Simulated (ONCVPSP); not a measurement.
# Potentials for barium compared

Generated with ld1.x 7.5 (TM, RRKJ, ultrasoft, PAW), atompaw 4.2 or ONCVPSP 4.0.1. The cutoff is in Ry: for ld1.x and atompaw files where the sum of valence levels is converged to 10 mRy in a Bessel basis, for ONCV files where the hardest occupied wave has 1 mHa per electron of residual kinetic energy. The error is the largest all-electron minus pseudo excitation energy over each file’s own four to seven test configurations (ionisations up to +4, promotions, holes and added fractions of an electron), all of which were solved. The labels leave out finer settings (local radius, basis sizes, second energies), which also bear on the numbers. Spin-polarised tests are not counted. The rows are a selection from randomly drawn settings: files with unsolved tests, undetermined cutoffs or missed reference levels are left out.

```csv
potential,cutoff (Ry),largest error (meV),bound ghosts
"ONCV, PBE, scalar-relativistic, rc 2.15/2.50/2.55 (spd), local smoothed, core correction yes, reference 5s2 5p6 6s2, qcut 4.5/4.7/3.2, projectors 2/3/2",23,-0.8,none
"ONCV, Wu-Cohen, scalar-relativistic, rc 2.55/1.90/2.40 (spd), local smoothed, core correction yes, reference 5s2 5p6, qcut 4.8/3.6/4.2, projectors 2/3/1",65,+10,none
"ONCV, PBE, scalar-relativistic, rc 3.00/2.95/2.40 (spd), local smoothed, core correction no, reference 5s2 5p6 6s1.75, qcut 4.8/3.8/3.6, projectors 2/2/2",12,-4.6,none
"ONCV, PBE, scalar-relativistic, rc 2.65/2.05/2.05 (spd), local d, core correction yes, reference 5s2 5p6 6s2, qcut 4/3.8/5, projectors 3/2/0",35,-243,none
```

Problem. Fill in the row for Ba: ONCV, PBE, scalar-relativistic, rc 3.00/2.60/2.90 (spd), local smoothed, core correction yes, reference 5s2 5p6 5d0.5 6s1.5, qcut 3.3/6.5/3.9, projectors 2/2/1.

Solution. cutoff 21 Ry, largest error -1.4 meV, bound ghosts: none.

Problem. Fill in the row for Ba: ONCV, PBEsol, fully relativistic, rc 2.40/2.65/2.40 (spd), local d, core correction yes, reference 5s2 5p6 6s2, qcut 5.1/5.2/4.3, projectors 2/3/0.

Solution. cutoff 17 Ry, largest error -2.9 meV, bound ghosts: none.

Problem. Fill in the row for Ba: ONCV, PBE, scalar-relativistic, rc 3.00/3.45/3.05 (spd), local smoothed, core correction yes, reference 5s2 5p6 6s1.5 6p0.5, qcut 5.2/3.4/3.8, projectors 2/2/2.

Solution. cutoff 17 Ry, largest error -2.6 meV, bound ghosts: none.
